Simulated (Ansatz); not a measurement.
LaCl₃. Charge 0, multiplicity 1. Geometry relaxed at PBE-D4/def2-SVP.

Cartesian coordinates in Å:
```
La 0.0584 -0.2583 0.3424
Cl 1.9070 1.5516 0.6628
Cl -2.3881 0.5824 0.6640
Cl 0.4228 -1.8757 -1.6692
```

In the def2 sets La takes a core potential; there is no spin–orbit coupling.

Task: Estimate the harmonic wavenumbers at RKS PBE-D4/def2-SVP (Ansatz, unscaled). Is this a minimum?

Result: 38, 71, 71, 315, 337, 337 cm⁻¹. Yes, no mode is imaginary beyond noise. Zero-point energy 7.0 kJ/mol. Hardware: 4 threads of Arm Neoverse V1 on a shared host. Wall time 11 s.
